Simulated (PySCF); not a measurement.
**Pt²⁺: excitation energy**

Pt²⁺ [Xe] 4f14 5d8 (3F) → Pt²⁺ [Xe] 4f14 5d7 6p1 (high-spin determinant), as a difference of total energies. Calculation: PySCF 2.14, in ANO-RCC-VTZP (8s7p5d3f1g, 84 functions); the spin-free X2C one-electron Hamiltonian (Gaussian nucleus). Correlated levels: valence: [Xe] 4f14 frozen. The calculations carry no spin-orbit coupling.

| method | excitation energy (eV) |
| --- | --- |
| UHF | 10.426 |
| MP2 (valence) | 11.221 |
| SCS-MP2 (valence) | 11.472 |
| CCSD (valence) | 11.083 |
| CCSD(T) (valence) | 11.094 |

How much does correlation contribute at CCSD(T) (valence)?

11.094 − (10.426) = 0.668 eV, measured against UHF.

A first-order spin-orbit estimate (lowest level to lowest level, LS coupling) adds 0.361 eV.

The basis was made for the ground configuration and has no added diffuse functions, so the excitation energy can come out too high.

The determinant of the upper state mixes LS terms, which raises its energy above the lowest term, most at the Hartree-Fock and MP2 levels.
